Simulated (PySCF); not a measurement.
**Electronic structure of Al³⁺ (aluminium, charge +3) at the B97-3 level**

Configuration: [Ne], closed-shell 1S. Computed with PySCF 2.14 in aug-cc-pV(D+d)Z, with no relativity, point nucleus.

| Quantity | Value |
| --- | --- |
| Total energy | -240.3813 hartree |
| One-electron energy | -321.0637 hartree |
| Hartree (Coulomb) energy | 98.4848 hartree |
| Exchange-correlation energy | -17.8025 hartree |
| Kinetic energy | 239.56693 hartree |
| ⟨S²⟩ | 0.0000 |
| ⟨L²⟩ | 0.000 |
| Sum of ⟨r⟩ | 5.072 bohr |
| Sum of ⟨r²⟩ | 3.665 bohr² |
| Density at the nucleus (Gaussians lack the cusp) | 1360 bohr⁻³ |
| Langevin diamagnetic susceptibility | -2.90 ×10⁻⁶ cm³/mol |

| shell | electrons | mean orbital energy (eV) | rms radius, mean of both spins (bohr) |
| --- | --- | --- | --- |
| 1s | 2 | -1567.0 | 0.140 |
| 2s | 2 | -149.62 | 0.679 |
| 2p | 6 | -109.47 | 0.671 |
